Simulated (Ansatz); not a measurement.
Isolated molecules relaxed with PBE0-D4/def2-TZVP in Ansatz; ΔE leaves out vibrations. CCSD(T)/CBS adds triple-zeta CCSD(T) − MP2 to the extrapolated MP2 energy (def2 sets, frozen cores). Functionals use def2-TZVPP. For Br outer-core shells are correlated without core-valence functions, which leaves a few kJ/mol of doubt a bond. Scalar relativity is left out up to krypton. Each species was taken in one conformer, which may not be the lowest.

Consider the cleavage of the Si–Si bond: `CC[SiH](N)[SiH3]` + `C[Si](O)(O)Br` → `C[Si](O)(Br)O[SiH3]` + `CC[SiH2]N`.

```csv
level,ΔE (kcal/mol),difference from CCSD(T)/CBS
LDA (SPW92),-19.3,6.7
r2SCAN-D4,-23.9,2.1
CAM-B3LYP-D4,-27.3,-1.3
PBE-QIDH,-24.8,1.2
r2SCAN,-23.9,2.1
RPA@PBE/def2-TZVPP,-26.5,-0.5
CCSD/def2-SVP,-25.7,0.3
HF/def2-TZVPP,-32.7,-6.7
CCSD(T)/def2-TZVPP,-25.9,0.1
SCS-MP2/def2-QZVPP,-29.1,-3.1
CCSD(T)/CBS,-26.0,0
```

Largest T1 diagnostic among the species: 0.011.

At CCSD(T), def2-SVP lies +0.9 kcal/mol from the extrapolated value and def2-TZVPP +0.1 kcal/mol. From BLYP to BHLYP (50 % exact exchange), in def2-TZVPP and without D4, ΔE moves by −4.6 kcal/mol. Leaving LDA and LC-ωPBE aside and taking each functional with its dispersion term where it has one, the values, not all of them listed here, spread over 9.8 kcal/mol, from BHLYP-D4 to revPBE-D4.
